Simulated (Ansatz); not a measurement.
Breaking the Al1–H2 bond in CH5AlO (SMILES C[O][AlH2]) (multiplicity 1 held, fragments rigid). Energies count from the point at 1.571 Å.
Geometry at that point (charge 0, multiplicity 1):
```xyz
8

Al    -0.48448     0.89781     0.62601
H     -0.45267     1.21771     2.16386
H     -1.22107     1.77313    -0.46313
O      0.33969    -0.49209     0.13374
C      0.56151    -1.13057    -1.10068
H      0.08823    -0.60053    -1.93547
H      1.63509    -1.19352    -1.29911
H      0.16204    -2.14812    -1.07007
```

R- and RO- levels are restricted; in cc, def2 and unpolarised 6-31G sets they are followed outwards from rest. Unrestricted levels (U-) break spin symmetry where that is lower. Curves can end on different states.

The values were computed with Ansatz (an electronic-structure program) with Gaussian orbitals. 

### Question
One of these levels gives 156.57 kcal/mol for the energy at R = 5.028 Å. Which?
A) U-PBE/cc-pV(T+d)Z
B) R-HF/cc-pV(T+d)Z
C) R-PBE/cc-pV(T+d)Z

### Answer
B, R-HF/cc-pV(T+d)Z. The others give 108.77 (R-PBE/cc-pV(T+d)Z), 83.02 (U-PBE/cc-pV(T+d)Z)

Doubts at one or more of the structures used: a restricted determinant that unrestricted orbitals would lower (R-HF/cc-pV(T+d)Z, R-PBE/cc-pV(T+d)Z); a spin-contaminated determinant (U-PBE/cc-pV(T+d)Z).
